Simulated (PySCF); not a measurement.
This script is equivalent to a calculation on Rb³⁺ (rubidium, charge +3).

```python
from pyscf import gto, scf, dft, mp, cc
import basis_set_exchange as bse
mol = gto.M(atom="Rb 0 0 0", charge=3, spin=2, symmetry="D2h",
            basis=gto.basis.parse(bse.get_basis("cc-pVDZ-X2C", elements=["Rb"], fmt="nwchem", header=False)),
            nucmod="G")
mf = dft.UKS(mol, xc="TPSS").sfx2c1e()
mf.irrep_nelec = {'Ag': (6, 6), 'B1g': (1, 1), 'B2g': (1, 1), 'B3g': (1, 1), 'B1u': (3, 2), 'B2u': (3, 3), 'B3u': (3, 2)}
mf.kernel()
```

Problem. What total energy does it give?

Solution. -2978.19 hartree (calculated).

Problem. Which occupied shell lies highest, and where?

Solution. 4p β, at -47.737 eV.

Problem. What is ⟨S²⟩, and what would a pure spin state give?

Solution. 2.000, against 2.00.
